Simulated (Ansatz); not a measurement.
Mulliken charges of AsH4NTe (`N[AsH][TeH]`) from r2SCAN/def2-TZVPP in Ansatz (PBE0-D4/def2-TZVP geometry).

```csv
atom,x (Å),y (Å),z (Å),charge (e)
N1,-1.036,0.748,-0.624,-0.382
As2,-0.689,-0.063,0.993,0.221
Te3,1.067,-1.944,0.527,-0.128
H4,-1.702,0.217,-1.168,0.152
H5,-0.223,0.937,-1.195,0.152
H6,0.384,0.939,1.389,-0.001
H7,2.260,-0.902,0.033,-0.014
```

Question: By hand: the dipole of these point charges (1 e Å = 4.8032 D).

Answer: Σ q r = (-0.218, 0.136, 0.029) e Å, of length 0.259 e Å = 1.24 D.

Question: How does the dipole of the full density compare? (An estimate is asked.)

Answer: Ansatz gave: (-0.034, 0.120, -0.229) e Å, 1.25 D; the point charges give 0.99 times that, at 75° from its direction.

Point charges leave out the atoms' own dipoles, such as those of lone pairs, and Mulliken's split depends on the basis, so the two needn't agree.
